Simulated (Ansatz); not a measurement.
```xyz
12

N     0.310    1.943    0.358
C     0.685    0.542    0.459
C    -0.434   -0.429    0.149
B    -0.614   -1.133   -1.236
N    -0.092   -1.812   -0.201
H    -0.099    2.122   -0.552
H    -0.403    2.166    1.042
H     1.070    0.375    1.473
H     1.523    0.352   -0.220
H    -1.296   -0.316    0.815
H    -0.920   -1.202   -2.377
H     0.269   -2.608    0.291
```

Total charge 0; spin multiplicity 1.

Question: List the B3LYP/def2-TZVPP orbital energies in eV (the Gaussian-basis code of Ansatz). (Estimate.)

Answer: Ansatz gave: Occupied: -389.79, -388.88, -277.22, -277.20, -183.67, -25.28, -23.90, -18.88, -16.99, -14.83, -13.46, -12.41, -12.07, -11.08, -10.25, -9.71, -7.92, -7.50, -6.43. Lowest empty: -0.23, 0.76, 0.97, 1.80, 1.96, 2.36, 2.48, 2.86.

B3LYP here is the variant with VWN-RPA as its local correlation; programs differ in this.
